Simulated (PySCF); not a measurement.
# Reading the logs of faulty runs: AlCClH4Si

Calculated results; nothing here was measured. They come from PySCF 2.14.0, an open-source quantum chemistry program, on an isolated molecule that a program drew, which may never have been made. The molecule is AlCClH4Si (charge 0, singlet), drawn as the SMILES string `[AlH2][CH]=[SiH]Cl`.

Each row is a Hartree-Fock (HF) and frozen-core CCSD(T) single point in the cc-pV(D+d)Z basis, meant for a local HF minimum. Run 1 is clean. Each other run has one planted mistake out of seven kinds, and not every kind appears here: one electron removed, one electron added, multiplicity raised by two, geometry at a saddle point, minimal basis STO-3G, one bond length entered in bohr, all coordinates scaled. The reference is restricted for singlets and unrestricted otherwise, and also for a bond in bohr. Adding or removing an electron swaps singlet and doublet. Electrons count all cores. HOMO and LUMO are orbital energies over both spins, the gradient is its largest component, and the lowest frequency (negative if imaginary) is given only where the gradient is small. Bond lengths are over the 7 bonds as drawn. T1 is the CCSD diagnostic: over 0.02 (restricted) or 0.045 (unrestricted) a single reference is doubtful.

Geometry of the clean run:
```xyz
8
AlCClH4Si, angstrom
Al   -0.7647   -0.3673    2.4081
C     0.5292   -0.7981    1.0568
Si    0.5198   -2.0741   -0.0504
Cl   -0.9432   -3.4932   -0.1875
H    -2.0558   -1.2595    2.6015
H    -0.5333    0.8942    3.3360
H     1.4104   -0.1629    0.9473
H     1.5299   -2.3716   -1.0709
```

| run | electrons | basis functions | <S^2> | HOMO (eV) | LUMO (eV) | gradient (hartree/bohr) | lowest frequency (cm^-1) | mean bond (Å) | longest bond (Å) | T1 | HF (hartree) | CCSD(T) (hartree) | mistake |
|---|---|---|---|---|---|---|---|---|---|---|---|---|---|
| 1 | 54 | 103 | 0.000 | -9.06 | 1.13 | 1.6e-05 | 98 | 1.6249 | 2.043 | 0.0128 | -1030.55617 | -1031.05313 | no fault |
| 2 | 53 | 103 | 0.756 | -15.62 | -6.62 | 7.6e-02 | - | 1.6249 | 2.043 | 0.0159 | -1030.27717 | -1030.73056 | one electron removed |
| 3 | 54 | 36 | 0.000 | -6.15 | 6.31 | 4.0e-02 | - | 1.6249 | 2.043 | 0.0107 | -1018.89166 | -1019.08569 | minimal basis STO-3G |
| 4 | 54 | 103 | 2.025 | -5.97 | -0.45 | 8.9e-02 | - | 1.6249 | 2.043 | 0.0177 | -1030.46939 | -1030.93428 | ? |
| 5 | 54 | 103 | 0.786 | -7.76 | 0.80 | 9.3e-03 | - | 1.8261 | 2.991 | 0.0544 | -1030.45534 | -1030.94472 | ? |

**Which mistake was planted in run 4, and what did it cost?**

Electrons, basis and geometry are unchanged, and <S^2> is 2.025, beside S(S+1) = 2.00 for a multiplicity of 3. So the mistake is: multiplicity raised by two. Subtracting run 1 and multiplying by 627.51 kcal/mol a hartree, the energy moved by 54.5 kcal/mol in HF and 74.6 kcal/mol in CCSD(T).

**Which mistake was planted in run 5, and what did it cost?**

The mean bond changes by a factor of 1.124 and the longest by 1.464, so the molecule wasn't scaled as a whole. A length L in bohr read as angstrom grows by (1/0.5292 - 1) L = 0.890 L. The 7 bonds together grew by 7 x 0.2012 = 1.408 Å, which gives L = 1.583 Å. That is the length of one of the Al-H bonds, 1.583 Å in the clean geometry. So the mistake is: one bond length entered in bohr. Subtracting run 1 and multiplying by 627.51 kcal/mol a hartree, the energy moved by 63.3 kcal/mol in HF and 68.0 kcal/mol in CCSD(T).

Cautions from the logs. Run 5: T1 is over the limit, so its CCSD(T) energy is less reliable.
